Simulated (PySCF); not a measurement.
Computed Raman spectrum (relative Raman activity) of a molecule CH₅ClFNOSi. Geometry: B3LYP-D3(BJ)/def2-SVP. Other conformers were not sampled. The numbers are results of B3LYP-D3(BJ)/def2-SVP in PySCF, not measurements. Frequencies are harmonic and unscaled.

Lines under 2 % of the strongest are left out, and lines within 2 cm⁻¹ are merged.

```
ν (cm⁻¹)  relative intensity
--------  ------------------
532                      4.7
746                      5.2
1180                     2.1
1215                     2.0
1472                      15
1476                     4.2
1480                      12
1530                     4.0
3007                      99
3081                      44
3121                      84
3577                     100
3675                      62
```

**Question.** Which molecule gave these data?
A) NC[Si@@](O)(F)Cl
B) CO[Si](N)(F)Cl
C) CN[Si@@](O)(F)Cl
D) N[Si@](O)(Cl)CF

**Answer.** B, CO[Si](N)(F)Cl
